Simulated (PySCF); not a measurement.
# Basis and Hamiltonian dependence of the excitation energy of N⁺

N⁺ [He] 2s2 2p2 (3P) → N⁺ [He] 2s1 2p3, s spin flipped. Calculated with PySCF 2.14 from differences of total energies of unrestricted determinants, without spin-orbit coupling. Values in eV.

| basis | Hamiltonian | functions | UHF | LDA | PBE0 | MP2 (valence) |
| --- | --- | --- | --- | --- | --- | --- |
| ANO-RCC-VTZP | spin-free X2C | 30 | 16.275 | 11.405 | 13.016 | 14.176 |
| dyall-av2z | non-relativistic | 42 | 16.220 | 11.371 | 12.974 | 14.260 |
| x2c-QZVPPall | spin-free X2C | 57 | 16.261 | 11.404 | 13.012 | 14.158 |
| aug-cc-pwCVTZ | non-relativistic | 59 | 16.249 | 11.393 | 12.998 | 14.170 |
| aug-cc-pCVTZ-DK | spin-free X2C | 59 | 16.282 | 11.425 | 13.030 | 14.206 |
| aug-cc-pVTZ with one added diffuse shell each of s, p, d, f type | non-relativistic | 62 | 16.248 | 11.395 | 13.001 | 14.168 |
| dyall-av3z | non-relativistic | 71 | 16.226 | 11.369 | 12.975 | 14.162 |

Question: Estimate the row for aug-cc-pVQZ-DK (spin-free X2C, 80 functions).

Answer: From the rows with the same Hamiltonian and similar size; the calculation gives UHF 16.27; LDA 11.41; PBE0 13.02; MP2 (valence) 14.17 (eV).

Frozen in the all-electron rows: valence: 1s2.

In the upper determinant the s electron has its spin opposite to the other open shell, which mixes two multiplicities.
